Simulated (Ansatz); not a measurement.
Cost and result for the atomization energy of CH9BGeSi (`[BH2][GeH]([CH3])[SiH3]`) (13 atoms, 12 bonds).

Z-matrix (Å, degrees):
```
Ge
C 1 1.965
Si 1 2.398 2 108.3
B 1 2.041 2 115.5 3 -116.1
H 1 1.545 2 109.6 3 114.9
H 2 1.091 1 110.2 3 -176.9
H 2 1.090 1 110.6 3 -56.7
H 2 1.091 1 109.9 3 63.5
H 3 1.489 1 110.5 2 -63.7
H 3 1.487 1 111.3 2 175.7
H 3 1.489 1 109.7 2 55.4
H 4 1.196 1 120.8 2 26.2
H 4 1.195 1 120.8 2 -158.8
```

The species carries charge 0 and has multiplicity 1. Correlated methods include outer-core shells of Ge, which these sets cover unevenly. Scalar relativity is left out up to krypton. Geometry: relaxed with PBE0-D4/def2-TZVP. Program: Ansatz. All runs use 4 threads of an Intel Xeon Platinum 8259CL on a shared host. Times are those of one run each, without the atoms' runs, and a repeat can differ threefold. Electronic energies, without spin–orbit coupling; frozen cores. CCSD(T)/CBS adds CCSD(T) − MP2 in def2-TZVPP to the MP2 limit, and its time is that of the two runs behind it. T1 = 0.012. With those shells the extrapolation isn't a true limit. HSE06 is the plane-wave form, built on full-range PBE exchange.

CCSD(T)/CBS is a level of theory with its own doubt, some kJ/mol a heavy atom from the limit and from the frozen cores, so smaller differences don't rank the functionals.

```tsv
level	functions	wall time	atomization (kcal/mol)	difference from CCSD(T)/CBS	per bond
LDA (SPW92)/def2-TZVPP	278	1.6 s	1088.7	107.1	8.9
revPBE-D4/def2-TZVPP	278	2.4 s	963.0	-18.6	-1.6
BLYP-D4/def2-TZVPP	278	2.5 s	969.3	-12.3	-1.0
PBE-D4/def2-TZVPP (with forces)	278	3 s	979.0	-2.6	-0.2
PBE0-D4/def2-TZVPP	278	4 s	976.4	-5.2	-0.4
BHLYP-D4/def2-TZVPP	278	4.1 s	970.5	-11.1	-0.9
HSE06-D4/def2-TZVPP	278	4.4 s	976.6	-5.0	-0.4
CCSD(T)/def2-SVP	123	7 s	928.8	-52.8	-4.4
B2PLYP/def2-TZVPP	278	7.5 s	969.1	-12.5	-1.0
PBE-QIDH/def2-TZVPP	278	7.5 s	974.9	-6.7	-0.6
MP2/def2-QZVPP	543	30 s	969.2	-12.4	-1.0
CCSD(T)/def2-TZVPP	278	2.6 min	963.1	-18.5	-1.5
CCSD(T)/CBS(def2)	–	3.1 min	981.6	0.0	0.0
```

In def2-TZVPP, CCSD(T) changes the Hartree–Fock value by +209.3 kcal/mol (the triples alone add +8.9 kcal/mol) and MP2 by +204.7 kcal/mol; breaking electron pairs costs correlation energy, which Hartree–Fock lacks. At CCSD(T), def2-SVP lies −52.9 kcal/mol from the extrapolated value and def2-TZVPP −18.5 kcal/mol: correlation converges slowly with the basis, and small sets miss more of it in the bonded molecule than in its fragments. From PBE to PBE0 (25 % exact exchange), in def2-TZVPP and without D4, the atomization energy moves by −1.7 kcal/mol: exact exchange takes away binding that semilocal exchange gives to molecules.

For some Ge, Se and Sn compounds the MP2-based and the directly extrapolated limit differ by 10 to 25 kJ/mol.
